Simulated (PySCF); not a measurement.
# `F[C@@H]1COCS[C@@H]1F`, C$_{4}$H$_{6}$F$_{2}$OS

Geometry:
```json
{"atom": "F1", "x (Å)": "1.729", "y (Å)": "-1.576", "z (Å)": "-0.705"}
{"atom": "C2", "x (Å)": "0.867", "y (Å)": "-0.846", "z (Å)": "0.078"}
{"atom": "C3", "x (Å)": "-0.567", "y (Å)": "-1.034", "z (Å)": "-0.436"}
{"atom": "O4", "x (Å)": "-1.496", "y (Å)": "-0.406", "z (Å)": "0.416"}
{"atom": "C5", "x (Å)": "-1.375", "y (Å)": "0.970", "z (Å)": "0.448"}
{"atom": "S6", "x (Å)": "0.198", "y (Å)": "1.519", "z (Å)": "1.232"}
{"atom": "C7", "x (Å)": "1.270", "y (Å)": "0.627", "z (Å)": "0.060"}
{"atom": "F8", "x (Å)": "1.128", "y (Å)": "1.149", "z (Å)": "-1.196"}
{"atom": "H9", "x (Å)": "0.963", "y (Å)": "-1.225", "z (Å)": "1.104"}
{"atom": "H10", "x (Å)": "-0.818", "y (Å)": "-2.096", "z (Å)": "-0.443"}
{"atom": "H11", "x (Å)": "-0.635", "y (Å)": "-0.637", "z (Å)": "-1.459"}
{"atom": "H12", "x (Å)": "-1.399", "y (Å)": "1.418", "z (Å)": "-0.553"}
{"atom": "H13", "x (Å)": "-2.178", "y (Å)": "1.363", "z (Å)": "1.069"}
{"atom": "H14", "x (Å)": "2.311", "y (Å)": "0.773", "z (Å)": "0.361"}
```

Method used: PySCF 2.14.0, TDDFT LC-wPBE/def2-SVPD circular dichroism and optical rotation, one conformer, gas phase. Geometry: GFN2-xTB.

Draw the ECD and absorption spectra from the lowest 16 states, each a Gaussian of half-width 0.35 eV at 1/e height.


| E (eV) | λ (nm) | Δε (L mol⁻¹ cm⁻¹) | ε (L mol⁻¹ cm⁻¹) |
| --- | --- | --- | --- |
| 5.30 | 234 | +0.22 | 0.601 |
| 5.45 | 227 | +0.61 | 1.7 |
| 5.60 | 221 | +1.20 | 3.34 |
| 5.75 | 216 | +1.63 | 4.53 |
| 5.90 | 210 | +1.53 | 4.26 |
| 6.05 | 205 | +1.00 | 2.78 |
| 6.20 | 200 | +0.45 | 1.27 |
| 6.35 | 195 | +0.14 | 0.615 |
| 6.50 | 191 | +0.05 | 2.42 |
| 6.65 | 186 | +0.16 | 16.9 |
| 6.80 | 182 | +0.79 | 85.7 |
| 6.95 | 178 | +2.70 | 305 |
| 7.10 | 175 | +6.34 | 776 |
| 7.25 | 171 | +10.17 | 1460 |
| 7.40 | 168 | +10.98 | 2200 |
| 7.55 | 164 | +7.66 | 2870 |
| 7.70 | 161 | +2.47 | 3460 |
| 7.85 | 158 | -2.79 | 3830 |
| 8.00 | 155 | -8.94 | 4190 |
| 8.15 | 152 | -16.91 | 5370 |
| 8.30 | 149 | -26.92 | 7800 |
| 8.45 | 147 | -38.04 | 10200 |
| 8.60 | 144 | -44.51 | 10800 |
| 8.75 | 142 | -37.58 | 9200 |
| 8.90 | 139 | -15.14 | 7160 |
| 9.05 | 137 | +14.75 | 6210 |
| 9.20 | 135 | +37.94 | 6230 |
| 9.35 | 133 | +42.21 | 6030 |

Δε uses R in velocity form, ε uses f in length form. Only the states computed contribute, so the short-wavelength end is incomplete.

The sign of the CD band at 146 nm isn't settled: the length form gives the opposite one.
